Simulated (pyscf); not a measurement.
# Cl–In=Se, singlet

Gas-phase minimum from PySCF at ωB97X-D3(BJ)/def2-SVP, one conformer. 

```xyz
3

Cl     1.3345    -1.8143    -0.5259
In     0.3135     0.2431    -0.5968
Se    -0.7073     2.3005    -0.6726
```
Charge 0, spin multiplicity 1.

Bonded distances (Å): Cl1–In2 2.298, In2–Se3 2.298. Bond angles (°): Cl1–In2–Se3 179.9.

Properties at ωB97X-D3(BJ)/def2-SVP:

- Harmonic wavenumbers, unscaled: 80, 80, 298, 440 cm⁻¹
- Zero-point energy: 1.3 kcal/mol
- Rotational symmetry number: 1
- Entropy of this conformer at 298 K and 1 atm, rigid rotor and harmonic oscillator, modes under 100 cm⁻¹ raised to 100: 296.7 J/(mol K)
- Dipole moment: 2.06 D

Single-point totals, which compare only within one level (frozen core for MP2 and CC):

| level | total energy (hartree) |
|---|---|
| ωB97X-D3(BJ)/def2-TZVP | -3051.99105 |
| PBE/def2-TZVP | -3051.44886 |
| r²SCAN/def2-TZVP | -3052.02146 |
| B3LYP-D3(BJ)/def2-TZVP | -3052.11288 |
| PBE0-D3(BJ)/def2-TZVP | -3051.55933 |
| M06-2X/def2-TZVP | -3051.93328 |
| ωB97M-D3(BJ)/def2-TZVP | -3052.07572 |
| HF/def2-TZVPP | -3048.65954 |
| MP2/def2-TZVPP | -3049.37955 |
| CCSD/def2-TZVPP | -3049.38685 |
| CCSD(T)/def2-TZVPP | -3049.41720 |

The CCSD(T) − MP2 part came from Ansatz, without density fitting, on the same reference. The frozen core leaves the outer d or s,p core shells of the metals and heavy elements correlated in the MP2 and CC values, and def2-TZVPP describes them poorly, so these totals are far from the basis limit. Elements up to Kr have no core potential and no relativistic terms here. Elements past Kr carry the def2 core potentials, without spin-orbit coupling.
